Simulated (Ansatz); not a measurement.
The cluster Ge₄O₁₀H₄, 18 atoms. Hardware: 4 threads of Intel Xeon on a shared host.

Correlated methods freeze 46 core orbitals; core or outer-core shells of Ge are correlated, in sets that lack core-valence functions.

**Question.** How many basis functions does each of these Ansatz runs have, and roughly what does it cost? PBE0-D4/def2-SVP, charge 1 doublet, energy, from earlier orbitals; r2SCAN-D4/def2-SVP, charge 0 triplet at the geometry of the charge 0 singlet, energy, from earlier orbitals; PBE-D4/def2-SVP, charge 0 triplet at the geometry of the charge 0 singlet, energy, from earlier orbitals; PBE0-D4/def2-SVP, charge 0 singlet, energy and forces, from earlier orbitals; PBE0-D4/def2-SVP, charge 0 triplet at the geometry of the charge 0 singlet, energy; PBE-D4/def2-SVP, charge 1 doublet at the geometry of the charge 0 singlet, energy, from earlier orbitals; r2SCAN-D4/def2-SVP, charge 0 singlet, energy, from earlier orbitals; PBE0-D4/def2-SVP, charge 1 doublet at the geometry of the charge 0 singlet, energy; PBE0-D4/def2-SVP, charge -1 doublet at the geometry of the charge 0 singlet, energy; MP2/def2-SVP, charge 0 singlet, energy, from earlier orbitals; PBE-D4/def2-SVP, charge -1 doublet at the geometry of the charge 0 singlet, energy, from earlier orbitals; PBE-D4/def2-SVP, charge 0 singlet, relaxation, 30 steps.

**Answer.** Other jobs shared the machine, so times can vary by a factor of up to 3.

| run | functions | fitting or Cholesky vectors | wall time | peak host memory (GiB) |
| --- | --- | --- | --- | --- |
| r2SCAN-D4/def2-SVP, charge 0 singlet, energy, from earlier orbitals | 288 | 3066 | 23 s | 0.83 |
| PBE-D4/def2-SVP, charge -1 doublet at the geometry of the charge 0 singlet, energy, from earlier orbitals | 288 | 3066 | 32 s | 0.9 |
| MP2/def2-SVP, charge 0 singlet, energy, from earlier orbitals | 288 | 2739 | 37 s | 1.6 |
| PBE0-D4/def2-SVP, charge 0 singlet, energy and forces, from earlier orbitals | 288 | 2739 | 45 s | 1.5 |
| PBE-D4/def2-SVP, charge 0 triplet at the geometry of the charge 0 singlet, energy, from earlier orbitals | 288 | 3066 | 50 s | 0.96 |
| r2SCAN-D4/def2-SVP, charge 0 triplet at the geometry of the charge 0 singlet, energy, from earlier orbitals | 288 | 3066 | 79 s | 1.1 |
| PBE-D4/def2-SVP, charge 1 doublet at the geometry of the charge 0 singlet, energy, from earlier orbitals | 288 | 3066 | 81 s | 1.8 |
| PBE0-D4/def2-SVP, charge 0 triplet at the geometry of the charge 0 singlet, energy | 288 | 2739 | 97 s | 2.5 |
| PBE0-D4/def2-SVP, charge -1 doublet at the geometry of the charge 0 singlet, energy | 288 | 2739 | 1.8 min | 2.5 |
| PBE0-D4/def2-SVP, charge 1 doublet at the geometry of the charge 0 singlet, energy | 288 | 2739 | 2.4 min | 2.5 |
| PBE0-D4/def2-SVP, charge 1 doublet, energy, from earlier orbitals | 288 | 2741 | 2.6 min | 2.8 |
| PBE-D4/def2-SVP, charge 0 singlet, relaxation, 30 steps | 288 | 3066 | 4.7 min | 0.78 |
